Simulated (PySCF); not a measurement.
Excitation energy of Ti²⁺ by level of theory

Ti²⁺ [Ar] 3d2 (3F) → Ti²⁺ [Ar] 3d1 4s1 (3D), as a difference of total energies. All numbers are calculated (PySCF 2.14, the non-relativistic Hamiltonian (point nucleus), in aug-cc-pVDZ). Correlated levels: valence: [Ar] frozen. The calculations carry no spin-orbit coupling.

```
           method  excitation energy (eV)
              UHF                   5.106
    MP2 (valence)                   5.125
SCS-MP2 (valence)                   5.112
   CCSD (valence)                   5.127
```

With two correlated electrons CCSD is exact in that space.
